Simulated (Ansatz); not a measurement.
Species: 3-fluorobut-3-enal, C$_{4}$H$_{5}$FO, charge 0, multiplicity 1. SMILES: O=CCC(F)=C
Geometry from a B3LYP-D3(BJ)/def2-TZVP (Ansatz, a first-principles code) optimisation:
```xyz
11

C     -1.9598    -0.3652    -0.6546
C     -0.9815    -0.0685     0.1812
F     -1.1389     0.9442     1.0734
C      0.3674    -0.6940     0.2898
C      1.4753     0.2397    -0.1686
O      2.4005    -0.1159    -0.8464
H     -1.8332    -1.1622    -1.3713
H     -2.8941     0.1764    -0.6333
H      0.4222    -1.6148    -0.2876
H      0.5605    -0.9314     1.3434
H      1.3825     1.2896     0.1722
```
Charge 0, spin multiplicity 1.

### Question
Give the harmonic wavenumbers at B3LYP-D3(BJ)/def2-TZVP (Ansatz, finite differences of forces, unscaled).

### Answer
62, 81, 205, 391, 426, 517, 595, 747, 772, 881, 891, 954, 1039, 1052, 1200, 1268, 1307, 1416, 1424, 1450, 1740, 1812, 2914, 3016, 3126, 3177, 3268 cm⁻¹. Zero-point energy 51.1 kcal/mol.

### Question
From these and the geometry, give the ideal-gas thermochemistry at 298.15 K and 1 atm (rigid rotor, harmonic oscillator).

### Answer
Point group C1, rotational symmetry number 1. Rotational constants 7.612, 2.098, 1.817 GHz. S(trans) 39.34, S(rot) 26.81, S(vib) 14.51, S(elec, spin only) 0.00, S 80.7 cal/(mol K). H(298) - H(0) 4.62 kcal/mol; G - E(el) 31.6 kcal/mol.
